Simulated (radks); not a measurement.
Neutral rhodium inside a hard spherical wall (all orbitals vanish at R), configuration held at [Kr] 4d8 5s1 and not refilled when levels cross. Calculated with a radial shooting solver on a logarithmic mesh with Libxc functionals: scalar-relativistic Kohn-Sham, PBE, spin-polarised, spherical densities, finite nucleus; open shells are filled with parallel spins first (spin-orbit coupling, left out, can overturn this in heavy ions); Fermi nuclear charge, rms radius 4.4945 fm. Eigenvalues in eV for spin up, with the zero of energy where the potential of the charges vanishes at infinity; a dash marks a level that is unbound or too diffuse for the functional's potential to be trusted. A positive occupied level is held by the wall or, in an anion where self-interaction has pushed it up, behind a barrier. The pressure on the wall is -dE/dV.

R (bohr),E (hartree),kinetic (hartree),e(4s),e(4p),e(4d),e(5s),"e(5p, empty)","e(6s, empty)",pressure (GPa)
free,-4784.06951,4954.467,-82.967,-50.936,-6.520,-4.762,-1.117,-,0
12,-4784.06948,4954.467,-82.964,-50.932,-6.517,-4.758,-1.066,0.828,0.000548
8,-4784.06668,4954.490,-82.810,-50.779,-6.373,-4.602,-0.504,4.428,0.116
3.5,-4783.34414,4957.582,-73.936,-42.227,1.801,9.219,19.343,69.523,211
3,-4782.45560,4961.020,-67.984,-36.542,7.893,21.813,35.128,111.05,710
2.5,-4780.06588,4970.065,-57.016,-25.761,20.353,50.242,68.698,191.00,2940
2,-4772.36696,4997.807,-33.408,-1.042,50.036,123.25,149.41,365.15,16100
1.5,-4741.27998,5096.088,34.686,73.429,136.84,343.23,378.70,818.33,127000
